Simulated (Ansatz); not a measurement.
Program: Ansatz 0.2.0.

C₂H₈N₂W (`[CH3][W]([CH3])(=[NH])=[NH]`) at its PBE0-D4/def2-TZVP geometry, where that method's forces vanish. The species carries charge 0 and has multiplicity 1. W: def2 effective core potential.

| atom | x (Å) | y (Å) | z (Å) |
| --- | --- | --- | --- |
| C1 | 1.635 | 1.034 | 0.104 |
| W2 | -0.005 | -0.305 | 0.241 |
| C3 | -1.613 | 0.173 | -1.058 |
| N4 | 0.579 | -1.889 | -0.218 |
| N5 | -0.616 | -0.212 | 1.878 |
| H6 | 2.456 | 0.776 | 0.775 |
| H7 | 2.023 | 1.027 | -0.921 |
| H8 | 1.298 | 2.046 | 0.357 |
| H9 | -2.451 | -0.523 | -0.977 |
| H10 | -1.259 | 0.154 | -2.095 |
| H11 | -1.985 | 1.176 | -0.819 |
| H12 | 0.778 | -2.863 | -0.052 |
| H13 | -0.839 | -0.593 | 2.784 |

Q: For each bond, give half the difference of the two atoms' forces along it (eV/Å; positive pushes the atoms apart) under PBE-D4, r2SCAN-D4, B3LYP-D4, ωB97M-V in def2-TZVPP. (An estimate is asked.)

A: The calculation gave: 
```csv
bond,length (Å),PBE-D4,r2SCAN-D4,B3LYP-D4,ωB97M-V
C1–W2,2.122,-0.23,-0.09,0.08,0.15
C1–H6,1.092,0.11,-0.01,-0.07,-0.04
C1–H7,1.096,0.12,-0.01,-0.07,-0.07
C1–H8,1.096,0.12,-0.01,-0.07,-0.07
W2–C3,2.122,-0.23,-0.09,0.08,0.15
W2–N4,1.750,0.44,0.30,0.28,-0.19
W2–N5,1.750,0.44,0.30,0.28,-0.19
C3–H9,1.092,0.11,-0.01,-0.07,-0.04
C3–H10,1.096,0.12,-0.01,-0.07,-0.07
C3–H11,1.096,0.12,-0.01,-0.07,-0.07
N4–H12,1.008,0.01,-0.13,-0.21,0.06
N5–H13,1.008,0.01,-0.13,-0.21,0.06
```

B3LYP here is the variant with VWN-RPA as its local correlation; programs differ in this.
